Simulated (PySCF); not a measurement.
CCl2F (SMILES F[C](Cl)Cl), doublet, at a GFN2-xTB geometry. Base run: PBE/6-31G in PySCF.

PySCF was given this input:
```python
from pyscf import gto, scf, dft

mol = gto.Mole()
mol.atom = '''
    F    -0.043186    1.608710   -0.072319
    C    -0.016352    0.319644    0.304944
    Cl    1.478011   -0.441349    0.000952
    Cl   -1.449376   -0.523137   -0.070293
'''
mol.basis = '6-31g'
mol.charge = 0
mol.spin = 1
mol.verbose = 4
mol.build()

mf = dft.UKS(mol)
mf.xc = 'pbe'
mf.kernel()
```

The base run was repeated with changes; each row names its change, and settings that it needs were set with it.

```json
[
 {"change": "base", "ΔE vs base (mEh)": "0.000", "SCF cycles": "10", "<S^2>": "0.751", "outcome": "converged"},
 {"change": "diis = off; damp = 0.3 (with mf.diis_start_cycle = 200; with mf.max_cycle = 150)", "ΔE vs base (mEh)": "-", "SCF cycles": "150", "<S^2>": "-", "outcome": "not converged"},
 {"change": "level_shift = 0.5 (with mf.max_cycle = 100)", "ΔE vs base (mEh)": "0.000", "SCF cycles": "28", "<S^2>": "0.751", "outcome": "converged"},
 {"change": "init_guess = atom", "ΔE vs base (mEh)": "0.000", "SCF cycles": "9", "<S^2>": "0.751", "outcome": "converged"},
 {"change": "conv_tol = 1e-7", "ΔE vs base (mEh)": "0.000", "SCF cycles": "8", "<S^2>": "0.751", "outcome": "converged"},
 {"change": "solver = newton", "ΔE vs base (mEh)": "0.000", "SCF cycles": "-", "<S^2>": "0.751", "outcome": "converged"},
 {"change": "conv_tol = 1e-12", "ΔE vs base (mEh)": "0.000", "SCF cycles": "11", "<S^2>": "0.751", "outcome": "converged"},
 {"change": "conv_tol = 1e-6", "ΔE vs base (mEh)": "0.000", "SCF cycles": "8", "<S^2>": "0.751", "outcome": "converged"},
 {"change": "diis = off (with mf.max_cycle = 100)", "ΔE vs base (mEh)": "-", "SCF cycles": "100", "<S^2>": "-", "outcome": "not converged"},
 {"change": "diis_space = 12", "ΔE vs base (mEh)": "0.000", "SCF cycles": "10", "<S^2>": "0.751", "outcome": "converged"},
 {"change": "damp = 0.5; diis_start_cycle = 5", "ΔE vs base (mEh)": "0.000", "SCF cycles": "12", "<S^2>": "0.751", "outcome": "converged"},
 {"change": "diis_space = 2", "ΔE vs base (mEh)": "0.000", "SCF cycles": "27", "<S^2>": "0.751", "outcome": "converged"},
 {"change": "init_guess = mod_huckel", "ΔE vs base (mEh)": "0.000", "SCF cycles": "12", "<S^2>": "0.751", "outcome": "converged"}
]
```

Open shells are given as the SCF converged; they aren't shown to be the lowest states, and a large step between rows can be another state.
